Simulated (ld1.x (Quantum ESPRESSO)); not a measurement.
**Before and after: TM semilocal potential for Ag (Z = 47)**

* Element: silver (Ag)
* Generator: ld1.x (Quantum ESPRESSO) 7.5
* Type: norm-conserving Troullier–Martins (semilocal form)
* Functional: revPBE
* Relativity: scalar-relativistic
* Frozen core: [Ar] 3d10
* Valence charge: 19
* Reference configuration: 4s2 4p6 4d10 5s0.5 5p0.5
* Partial waves: 4s (bound): rc 1.05 bohr; 4d (bound): rc 2.00 bohr; 4p (bound): rc 1.40 bohr
* Local potential: the p channel
* Core correction: none

Occupied shells without a wave of their own: 5p, 5s. They enter only through the test configuration that unscreens the potential.

Change: wave 4d (bound): rc 2.00 bohr becomes 4d (bound): rc 3.04 bohr.

Cutoffs: the cutoffs (Ry, on a coarse ladder) from which the occupation-weighted sum of valence levels, in a spherical-Bessel basis at the reference potential, stays within 10 and 1 mRy of its value at 400 Ry; they do not see the model core or the augmentation charge, which bear on the density cutoff. Errors are all-electron minus pseudo energies relative to the spin-unpolarised reference configuration.

Task: What does the change do?

Result: The potential gets neither clearly harder nor softer (140 Ry and 230 Ry → 140 Ry and 230 Ry); the s channel sets the loose cutoff, while the largest relative change is in d, which becomes softer; of the 7 tests that both files solve, the error grows in 2 and shrinks in 2 by more than 15 % and 0.3 meV (median size 136.0 → 329.0 meV); neither file shows a bound ghost. A semilocal file is local in each channel, so a ghost entry of none says nothing of the separable form that plane-wave codes build from it.

```csv
quantity,base,changed
"cutoff, loose",140 Ry,140 Ry
"cutoff, tight",230 Ry,230 Ry
loose cutoff by channel (10 mRy a level),"s 120 Ry, d 45 Ry, p 45 Ry","s 120 Ry, d 30 Ry, p 45 Ry"
bound ghosts,none,none
"largest miss of a reference level, eV",0.14,0.14
"error for 4s2 4p6 4d10 5s1 5p0, meV [ΔE -1.85 eV]",+49,+47
"error for 4s2 4p6 4d10 5s0 5p0, meV [ΔE 5.77 eV]",-136,-146
"error for 4s2 4p6 4d9 5s0 5p0, meV [ΔE 27.79 eV]",-256,-350
"error for 4s2 4p6 4d7 5s0 5p0, meV [ΔE 115.55 eV]",-537,+329
"error for 4s2 4p6 4d8 5s0 5p0, meV [ΔE 63.90 eV]",-405,-339
"error for 4s2 4p5 4d10 5s1 5p0, meV [ΔE 63.33 eV]",-90,-556
"error for 4s2 4p6 4d10 5s0.5 5p0, meV [ΔE 1.10 eV]",-32,-32
```

Base: The 5p, 5s levels have no wave, so the channel is fitted at the deeper level alone: the likely source of the large errors. Changed file: The 5p, 5s levels have no wave, so the channel is fitted at the deeper level alone: the likely source of the large errors.
